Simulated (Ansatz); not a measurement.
Total energies of C9H22Sn, SMILES `C[CH](C)[SnH]([CH](C)C)[CH](C)C`.

```xyz
32

C     2.8522    0.2455    1.2125
C     1.5872   -0.5805    1.0304
C     1.8193   -1.7607    0.0967
Sn   -0.0768    0.6393    0.3454
C    -0.0963    0.7464   -1.8221
C     1.1634    1.4099   -2.3588
C    -1.3528    1.4481   -2.3159
C    -1.9569   -0.1842    1.0532
C    -2.2219   -1.5521    0.4408
C    -2.0000   -0.2322    2.5730
H     3.6732   -0.3746    1.5938
H     3.1915    0.6772    0.2656
H     2.7080    1.0716    1.9129
H     1.2772   -0.9643    2.0089
H     0.9348   -2.3954   -0.0023
H     2.0967   -1.4294   -0.9089
H     2.6376   -2.3934    0.4617
H     0.1045    2.2401    0.9662
H    -0.1178   -0.2952   -2.1624
H     2.0713    0.8773   -2.0636
H     1.2567    2.4400   -2.0008
H     1.1497    1.4502   -3.4552
H    -1.3961    2.4845   -1.9659
H    -1.3810    1.4789   -3.4123
H    -2.2661    0.9498   -1.9795
H    -2.7251    0.5136    0.7020
H    -2.2233   -1.5261   -0.6525
H    -3.1953   -1.9444    0.7604
H    -1.4685   -2.2831    0.7514
H    -2.9633   -0.6194    2.9277
H    -1.2246   -0.8919    2.9761
H    -1.8574    0.7546    3.0213
```

Charge 0, multiplicity 1. Correlated methods include outer-core shells of Sn, which these sets cover unevenly. Sn: def2 effective core potential. The geometry is a stationary point of PBE0-D4/def2-TZVP. It is one conformer, not always the lowest. Basis def2-TZVPP, Ansatz 0.2.0.

RPA on PBE orbitals: Hartree–Fock energy of these orbitals -566.96722 Eh, correlation -3.20312 Eh (frozen core).

```csv
functional,energy without D4 (Eh),D4 term (kJ/mol)
r2SCANh,-570.45134,-25.9
HSE06 (plane-wave form),-570.15370,-68.8
```

Q: Give the same for LDA (SPW92), PBE, revPBE, BLYP, r2SCAN, B97M-V, PBE0, B3LYP, r2SCAN0, BHLYP, CAM-B3LYP, LC-ωPBE, ωB97X-V, ωB97M-V, B2PLYP, PBE-QIDH. (An estimate is asked.)

A: Ansatz gave: 
```csv
functional,energy without D4 (Eh),D4 term (kJ/mol)
LDA (SPW92),-566.87105,–
PBE,-570.09245,-84.4
revPBE,-570.54094,-238.6
BLYP,-570.32284,-177.1
r2SCAN,-570.47298,-24.5
B97M-V,-570.63992,–
PBE0,-570.17887,-73.3
B3LYP,-570.71176,-132.9
r2SCAN0,-570.42115,-28.3
BHLYP,-570.30829,-103.5
CAM-B3LYP,-570.38353,-75.1
LC-ωPBE,-570.44655,–
ωB97X-V,-570.51514,–
ωB97M-V,-570.35412,–
B2PLYP,-570.05761,–
PBE-QIDH,-569.94799,–
```

B3LYP takes the VWN-RPA correlation (the form of Gaussian; ORCA's B3LYP/G). HSE06 is the plane-wave form, built on full-range PBE exchange. The double hybrids freeze the cores in their second-order part.

LC-ωPBE has ω = 0.4 bohr⁻¹.
